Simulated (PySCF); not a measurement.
# Identify the compound

The spectra below were simulated for a compound C$_{4}$H$_{9}$NSi$_{3}$.

1H NMR (300 MHz, computed): δ 4.78 (m, 1H), 3.64 (m, 3H), 3.45 (m, 1H), 3.29 (m, 1H), 0.43 (d, 3H).

13C{1H} NMR (computed): δ 111.3 (C), 95.9 (C), 90.4 (C), -2.9 (CH3).

Theory: σ from GIAO-PBE0/pcSseg-1, geometry from GFN2-xTB, in PySCF 2.14 (a single conformation, rapidly exchanging positions averaged, in vacuum, relativity neglected).

Chemical shifts δ = σref − σ; 1H (31.72 ppm), 13C (186.93 ppm) against TMS, all at this level.

Task: What is the structure?

Result: 
- The formula gives 4 degrees of unsaturation (no ring in the answer).
- 4 carbon signals for 4 carbons: no two carbons are equivalent.
- Carbon types of the structure: 3 × C, 1 × CH3, leaving 6 H on heteroatoms.
- δC 111.3: nitrile carbon; typical of a nitrile.
- δC 95.9, 90.4: alkyne carbon; the triple bond shields along its axis, which puts it between sp3 and sp2 carbons.
- δC -2.9: methyl carbon bonded to Si; an electropositive neighbour leaves it electron-rich and shielded.
- δH 4.78: hydrogen on a silicon bonded to 2 C, Si.
- δH 3.64: hydrogen on a silicon bonded to Si.
- δH 3.45, 3.29: hydrogen on a silicon bonded to 2 Si.
- δH 0.43: hydrogen on a methyl carbon bonded to Si; an electropositive neighbour shields it, as in TMS itself.

The compound is `C[Si@H](C#CC#N)[SiH2][SiH3]`.

This is the structure that produced the data.

Shifts are as computed. Against solution values, carbons near 30 ppm lie about +3 ppm off and those near 130 ppm about +5 ppm. Of 1211 compounds with measured shifts, 218 miss one by over three times the rms of a fit or turn the order of signals round; such compounds aren't used in these exercises. No couplings were computed; multiplicities are counted from neighbouring protons, with m where these are inequivalent, close in shift, in a saturated or five-membered ring or joined by F or P, and br s for small geminal =CH2 splittings.
